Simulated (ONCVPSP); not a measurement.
# Configuration tests for V (ONCV)

- Element: vanadium
- Generator: ONCVPSP 4.0.1
- Type: optimised norm-conserving Vanderbilt (ONCV)
- Functional: PBE
- Relativity: non-relativistic
- Frozen core: [Ne]
- Valence charge: 13
- Reference configuration: 3s2 3p6 3d3 4s2
- Partial waves: 3s+4s: rc 1.35 bohr, ncon 4, nbas 7, qcut 10.7 1/bohr, 2 projectors; 3p: rc 1.00 bohr, ncon 4, nbas 7, qcut 7.7 1/bohr, 3 projectors, debl 3.1 Ha; 3d: rc 1.90 bohr, ncon 4, nbas 9, qcut 6.7 1/bohr, 2 projectors, debl 2.1 Ha
- Local potential: polynomial inside 0.95 bohr (lpopt 3, dvloc0 3 Ha)
- Core correction: Teter function, fcfact 3, rcfact 1.5

Energies are relative to the spin-unpolarised reference configuration 3s2 3p6 3d3 4s2; without spin polarisation the order of configurations can differ from experiment.

| valence configuration | charge | ΔE all-electron (eV) | error AE − PS (meV) |
| --- | --- | --- | --- |
| 3s2 3p6 3d3 4s1 | +1 | 7.659 | +1.3 |
| 3s2 3p6 3d2 4s0 | +3 | 50.899 | +112 |
| 3s2 3p6 3d3 4s1.5 | +0.5 | 3.059 | +0.3 |

(1) What are ΔE and the potential's error for 3s2 3p6 3d3 4s0?

Answers

(1) ΔE = 21.831 eV all-electron; the error (AE − PS) is +4.5 meV.
